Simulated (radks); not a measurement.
Fe-, 27 electrons, occupied as [Ar] 3d7 4s2.

All-electron calculation, non-relativistic Kohn-Sham, LDA (Slater exchange, VWN5 correlation), spin-polarised, spherical densities, point nucleus; open shells are filled with parallel spins first; hard spherical wall at 5 bohr. Program: a radial shooting solver on a logarithmic mesh with Libxc functionals.

Energy parts (eV):
total: -34314.274
kinetic: 34300.088
electron-nucleus: -82145.320
Hartree: 14986.025
exchange-correlation: -1455.066

Orbitals (lengths in bohr, moments of r in powers of bohr; r(90%) holds 90 % of the orbital's charge):
orbital	occ.	eigenvalue (eV)	<r^2>	r(90%)	<r^4>	<r>
1s up	1	-6901.332	0.004706	0.106	0.00005648	0.05924
1s down	1	-6901.319	0.004705	0.106	0.00005647	0.05924
2s up	1	-788.3583	0.08652	0.419	0.01303	0.2708
2s down	1	-786.9667	0.08634	0.419	0.01297	0.2705
2p up	3	-679.0318	0.06907	0.388	0.009681	0.2371
2p down	3	-677.9716	0.06888	0.388	0.009624	0.2368
3s up	1	-76.5038	0.7859	1.24	1.015	0.8242
3s down	1	-73.6720	0.7908	1.24	1.031	0.8265
3p up	3	-44.6799	0.8937	1.35	1.438	0.8685
3p down	3	-41.9153	0.9043	1.35	1.485	0.8729
3d up	5	6.0676	2.076	2.28	11.50	1.234
4s up	1	6.1225	7.664	3.72	77.45	2.645
4s down	1	6.7730	7.871	3.75	81.00	2.684
3d down	2	8.3448	2.433	2.52	15.50	1.329
4p up	0	11.3093	8.882	3.90	99.30	2.865
4p down	0	11.8124	9.058	3.92	102.6	2.897
4d up	0	20.6204	9.990	4.10	129.0	2.969
4d down	0	21.2690	9.826	4.11	128.3	2.916
5s up	0	28.4121	9.944	4.27	141.3	2.922
5s down	0	29.1361	9.878	4.27	140.3	2.910

The highest occupied level is 3d down at 8.345 eV. The electron density at the nucleus is 1.186e+04 e/bohr^3. The pressure on the wall is 19.7 GPa.
